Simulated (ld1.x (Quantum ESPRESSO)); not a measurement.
**Ranking RRKJ potentials for boron (B)**

All share these settings but for the change named:

ld1.x (Quantum ESPRESSO) 7.5 input, shortened:

```
&input
   title='B', zed=5., rel=0, dft='PBE', iswitch=3,
   config='[He] 2s1 2p0'
 /
 &inputp
   pseudotype=2, tm=.false., lloc=0,
   nlcc=.true., new_core_ps=.true.
 /
2
2P  2  1   0.00   0.00  1.85  1.85  0.0
2S  1  0   1.00   0.00  1.00  1.00  0.0
 &test
   configts(1)='2s1 2p0'
 /
```

Cutoff: the first of the cutoffs (Ry, on a coarse ladder) from which the occupation-weighted sum of valence levels, in a spherical-Bessel basis at the reference potential, stays within 10 and 1 mRy of its value at 400 Ry; the density cutoff is not measured.

The base gives 50 Ry.

Of 8 variants that were run, those that failed, showed a ghost or another fault, or gave nearly equal values are left out.

Task: Rank these variants from softest to hardest (loose cutoff).
A. all radii but the core radius scaled by about 0.84 (s 0.84, p 1.56 bohr)
B. all radii but the core radius scaled by about 0.76 (s 0.76, p 1.42 bohr)
C. all radii but the core radius scaled by about 1.40 (s 1.40, p 2.60 bohr)
D. all radii but the core radius scaled by about 1.08 (s 1.08, p 2.00 bohr)
E. all radii but the core radius scaled by about 0.90 (s 0.90, p 1.66 bohr)

Result: C (18 Ry), D (21 Ry), E (80 Ry), A (100 Ry), B (160 Ry).
